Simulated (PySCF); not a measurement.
**Field gradients at the hydrogen positions**

CH13FSi5.
Numbering: `[F:1][CH2:2][SiH2:3][Si@@H:4]([SiH3:5])[SiH2:6][SiH3:7]` (hydrogens: H8, H9 on C2; H10, H11 on Si3; H12 on Si4; H13, H14, H15 on Si5; H16, H17 on Si6; H18, H19, H20 on Si7)

Cartesian coordinates in Å at the GFN2-xTB level; atoms count from 1:
```
atom  x, y, z in Å
F1    -1.2299    2.2640    0.5485
C2    -2.3999    1.5252    0.4536
Si3   -2.0472   -0.1034   -0.5039
Si4   -0.2122   -1.1265    0.5050
Si5    0.6065   -2.8861   -0.7768
Si6    1.4635    0.3965    1.1315
Si7    2.2505    1.7143   -0.5967
H8    -3.1323    2.1739   -0.0308
H9    -2.7274    1.3451    1.4801
H10   -1.8203    0.3103   -1.8944
H11   -3.3503   -0.7824   -0.4923
H12   -0.7742   -1.7435    1.7345
H13    1.1484   -2.3923   -2.0449
H14   -0.3998   -3.8919   -1.1226
H15    1.6927   -3.6073   -0.1119
H16    2.5687   -0.4047    1.6965
H17    1.0242    1.2025    2.2780
H18    2.8419    0.8682   -1.6424
H19    3.2980    2.6565   -0.1958
H20    1.1940    2.4923   -1.2388
```

Level: PBE0/pcSseg-1 (PySCF, non-relativistic); Q(2H) = 0.00286 b; rigid geometry, the same for H and D, with no vibrational averaging.

**Question.** Rank these positions by the coupling χzz of a deuteron there, largest first.
A. H11 (Si–H hydrogen)
B. H12 (Si–H hydrogen)
C. H9 (methylene hydrogen)
D. H20 (Si–H hydrogen)

**Answer.** C (200 kHz), D (112 kHz), A (107 kHz), B (103 kHz).

**Question.** Tabulate Vzz, the asymmetry η and χzz = 234.96 MHz × Q × Vzz for every hydrogen position.

**Answer.** 
| atom | bonded to | bond length (Å) | Vzz (au) | η | χzz (kHz) |
| --- | --- | --- | --- | --- | --- |
| H8 | C2 | 1.092 | 0.3006 | 0.10 | 202 |
| H9 | C2 | 1.092 | 0.2983 | 0.09 | 200 |
| H10 | Si3 | 1.468 | 0.1603 | 0.01 | 108 |
| H11 | Si3 | 1.469 | 0.1599 | 0.02 | 107 |
| H12 | Si4 | 1.486 | 0.1526 | 0.01 | 103 |
| H13 | Si5 | 1.465 | 0.1638 | 0.00 | 110 |
| H14 | Si5 | 1.464 | 0.1646 | 0.01 | 111 |
| H15 | Si5 | 1.464 | 0.1649 | 0.00 | 111 |
| H16 | Si6 | 1.477 | 0.1560 | 0.01 | 105 |
| H17 | Si6 | 1.469 | 0.1628 | 0.02 | 109 |
| H18 | Si7 | 1.469 | 0.1604 | 0.01 | 108 |
| H19 | Si7 | 1.465 | 0.1641 | 0.00 | 110 |
| H20 | Si7 | 1.461 | 0.1663 | 0.02 | 112 |

**Question.** Average by the element that carries the hydrogen.

**Answer.** on C: 201 kHz over 2 positions, mean bond length 1.092 Å; on Si: 108 kHz over 11 positions, mean bond length 1.469 Å.

**Question.** How does χzz go with the bond length over the 11 Si–H bonds?

**Answer.** A straight-line fit has a slope of -3.8 kHz for each 0.01 Å, with a correlation coefficient of -0.98, over lengths from 1.461 to 1.486 Å. The longer bonds have the smaller couplings here.

Isolated species at its GFN2-xTB geometry (one conformer only). GFN2-xTB frequencies show an imaginary mode (23i cm⁻¹), so this geometry is no minimum at that level. GFN2-xTB bond lengths can be off by several hundredths of an ångström, more for odd bonds, and the gradients follow them. With a basis this small, the couplings can be 20 % off.
